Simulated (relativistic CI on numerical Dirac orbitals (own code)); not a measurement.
**Ni3+ in a cubic cluster: 2p photoemission with charge transfer**

Computed with a charge-transfer multiplet model of a cubic metal-ligand cluster with up to 2 ligand holes, Slater and spin-orbit integrals from Dirac-Coulomb-Breit ions, Slater integrals scaled by 0.7. The ground state mixes d7 with configurations of k ligand holes L, whose averages lie at kΔ + k(k − 1)U_dd/2; a core hole lowers each added d electron by U_cd. 300 K, Lorentzian 0.6 eV and Gaussian 0.8 eV FWHM.

Atomic integrals in eV (Slater integrals scaled, ζ unscaled), ground: F2dd 9.255, F4dd 5.778, zeta_d 0.089; with the core hole: F2dd 10.444, F4dd 6.555, zeta_d 0.124, zeta_core 11.400, F2cd 6.313, G1cd 4.879, G3cd 2.777.

Cluster parameters (eV): Δ = 2.7, U_dd = 7.6, U_cd = 8.9, 10Dq = 0.65, 10Dq(ligand) = 0.7, final-state hopping factor = 1.

```tsv
Case	n_d	d7	d8L	d9L2	S
V(eg) = 1.05 eV, V(t2g) = -0.52 eV	7.11	0.89	0.11	0.00	1.50
V(eg) = 1.35 eV, V(t2g) = -0.66 eV	7.16	0.85	0.15	0.00	1.50
V(eg) = 1.65 eV, V(t2g) = -0.81 eV	7.20	0.80	0.19	0.00	1.50
V(eg) = 1.95 eV, V(t2g) = -0.96 eV	7.25	0.76	0.23	0.01	1.50
V(eg) = 2.85 eV, V(t2g) = -1.4 eV	7.45	0.59	0.38	0.03	1.14
```

Weights, n_d and S are thermal averages at 300 K. Binding energies count from the first peak over 30 % of the highest in each spectrum, which can be another peak from case to case. The parameters are a model scan and need not match a compound or its usual spin state. Peaks in eV (height, largest 100):
- V(eg) = 1.05 eV, V(t2g) = -0.52 eV: 0.0 (50), 5.1 (82), 7.4 (100), 11.0 (35), 19.1 (37), 25.5 (74)
- V(eg) = 1.35 eV, V(t2g) = -0.66 eV: 0.0 (87), 5.4 (95), 8.0 (100), 11.6 (36), 19.0 (57), 24.2 (49), 26.3 (66)
- V(eg) = 1.65 eV, V(t2g) = -0.81 eV: 0.0 (100), 6.0 (80), 8.6 (71), 12.4 (25), 18.9 (60), 24.7 (47), 27.2 (41)
- V(eg) = 1.95 eV, V(t2g) = -0.96 eV: 0.0 (100), 6.6 (62), 9.4 (48), 13.4 (16), 18.7 (58), 25.4 (40), 28.4 (24)
- V(eg) = 2.85 eV, V(t2g) = -1.4 eV: 0.0 (100), 9.2 (33), 12.1 (19), 15.1 (7), 18.9 (53), 27.9 (23)

Curve for V(eg) = 1.05 eV, V(t2g) = -0.52 eV (points under 2 left out, the grid thinned):

E (eV), Intensity and a bar:
```
     -2.7        2.1 
     -2.0        3.4 
     -1.2        9.2 ##
     -0.5       34.3 ###########
      0.3       46.5 ###############
      1.0       40.5 #############
      1.8       33.7 ###########
      2.5       27.6 #########
      3.3       24.1 ########
      4.0       37.3 ############
      4.8       76.4 ##########################
      5.5       79.9 ###########################
      6.3       75.3 #########################
      7.0       89.0 ##############################
      7.8       85.1 #############################
      8.5       44.8 ###############
      9.3       28.6 #########
     10.0       28.3 #########
     10.8       34.4 ###########
     11.5       27.9 #########
     12.3       16.3 #####
     13.0       12.2 ###
     13.7        5.2 #
     14.5        2.7 
     15.2        2.2 
     16.0        2.4 
     16.7        3.0 
     17.5        7.2 ##
     18.2       20.1 ######
     19.0       36.0 ############
     19.7       28.0 #########
     20.5       10.9 ###
     21.2        7.5 ##
     22.0        9.0 ##
     22.7       17.4 #####
     23.5       32.1 ##########
     24.2       36.6 ############
     25.0       62.1 #####################
     25.7       70.6 ########################
     26.5       39.1 #############
     27.2       21.2 #######
     28.0       13.7 ####
     28.7        8.0 ##
     29.5        3.5 
     30.2        2.1
```

For the case V(eg) = 1.95 eV, V(t2g) = -0.96 eV, Δ = 2.7 eV is smaller than U_dd = 7.6 eV, the charge-transfer side of the Zaanen-Sawatzky-Allen scheme. With the core hole the average of the configuration with one ligand hole lies at Δ − U_cd = -6.2 eV before mixing: it lies below the unscreened one, so the lowest final states are mostly screened and the unscreened weight appears at higher binding energy as a satellite.
